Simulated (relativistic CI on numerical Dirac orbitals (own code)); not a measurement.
# What each ingredient does to the levels of Rb¹⁵⁺

Base calculation: Dirac-Coulomb-Breit CI, KLI orbitals optimised for each configuration, model QED (radiative potential, 1s self-energy scaled to tabulated hydrogen-like ionisation energies), unscaled Slater integrals.

Configuration list (outside the closed core [Ne]): 3s²3p⁶3d⁴, 3s²3p⁵3d⁵, 3s3p⁶3d⁵, 3s²3p⁶3d³4s, 3s²3p⁶3d³4p, 3s²3p⁶3d³4d, 3s²3p⁶3d³4f, 3s²3p⁵3d⁴4s, 3s²3p⁶3d²4s4p, 3s²3p⁵3d⁴4p, 3s²3p⁶3d³5s, 3s²3p⁶3d³5p, 3s²3p⁶3d³5d, 3s²3p⁶3d²4p4d, 3s3p⁶3d⁴4s, 3s²3p⁶3d³5g, 3s²3p⁶3d³6s, 3s²3p⁶3d³6d, 3s²3p⁶3d³6g, 3p⁶3d⁶, 3p⁵3d⁷, 3s²3p⁶3d²4s², 3s²3p⁶3d4s²4p, 3s²3p⁶3d4s²4d, 3s²3p⁶3d4s²4f, 3s²3p⁶3d²4p², 3s²3p⁶3d4s4p², 3s²3p⁶3d4p³, 3s²3p⁶3d4p²4d, 3s²3p⁶3d4p²4f, 3s²3p⁶3d²4s4d, 3s²3p⁶3d4s4p4d, 3s²3p⁶3d4s4d², 3s²3p⁶3d4s4d4f, 3s²3p⁶3d²4d², 3s²3p⁶3d4p4d², 3s²3p⁶3d4d³, 3s²3p⁶3d4d²4f, 3p⁶3d⁵4s, 3p⁵3d⁶4s, 3s3p⁶3d³4s², 3s3p⁶3d²4s²4p, 3s3p⁶3d²4s²4d, 3s3p⁶3d²4s²4f, 3p⁶3d⁴4s², 3p⁵3d⁵4s², 3p⁶3d³4s²4p, 3p⁶3d³4s²4d, 3p⁶3d³4s²4f. Double excitations out of closed p, d and f shells are left out; levels of such configurations are missing from the list, as are those of other unlisted configurations, and high levels can miss mixing partners. These lack a partner that the ground configuration has and come out too high: 3s²3p⁵3d⁴4p.

Variants: (1) Breit term removed; (2) one mean potential for all configurations. Shifts of the energy above 3s²3p⁶3d⁴ ⁵D0, in cm⁻¹, for the lowest level and the first level of each name with at least 55 % of one term (blank where a level changes its place among those of its configuration and J or its character, or is not in the variant):

```
        Level      Base     Δ(1)   Δ(2)
3s²3p⁶3d⁴ ⁵D0       0.0      0.0    0.0
3s²3p⁶3d⁴ ⁵D1    2884.5   +303.3   +5.2
3s²3p⁶3d⁴ ⁵D2    7078.5   +743.8  +10.7
3s²3p⁶3d⁴ ⁵D3   11802.3  +1250.4  +15.2
3s²3p⁶3d⁴ ⁵D4   16706.1  +1828.5  +18.8
3s²3p⁶3d⁴ ³P0   57249.6   -190.3  -34.5
3s²3p⁶3d⁴ ³H4   62316.9   +865.8  -23.6
3s²3p⁶3d⁴ ³H5   68828.1  +1729.1  -14.2
3s²3p⁶3d⁴ ³P1   69830.0   +595.7  -25.7
3s²3p⁶3d⁴ ³H6   72836.3  +2535.7   -9.8
3s²3p⁶3d⁴ ³F2   74418.4   +856.6  -23.7
3s²3p⁶3d⁴ ³F4   77377.7  +1543.8  -14.0
3s²3p⁶3d⁴ ³P2   84326.9  +1484.8  -18.9
3s²3p⁶3d⁴ ³G4   86331.8  +1771.3  -17.6
3s²3p⁶3d⁴ ³G5   91534.4  +2515.2   -7.0
3s²3p⁶3d⁴ ³D3  100689.7  +1231.8  -27.5
3s²3p⁶3d⁴ ³D2  103109.7  +1345.2  -25.1
3s²3p⁶3d⁴ ¹I6  103508.4  +2640.8  -16.7
3s²3p⁶3d⁴ ³D1  105957.6  +1211.6  -21.8
3s²3p⁶3d⁴ ¹G4  111367.3  +2278.2   -8.3
3s²3p⁶3d⁴ ¹S0  118005.1  +1485.2  -18.3
3s²3p⁶3d⁴ ¹D2  130977.3  +1456.4  -42.5
```

At this charge energies of transitions that change n are usually good to better than 1 %, and those within a shell (Δn = 0) to a few per cent. Terms inside the open d or f shell come out 10 to 20 % too wide with unscaled integrals.

Ionisation energy from the two ground configurations alone: base 549.803 eV. The NIST ASD value (theoretical) is 550 eV.

LS names give the leading component of a level, which can be under half, so a name can repeat, a term be missing and a line seem to break the LS rules.
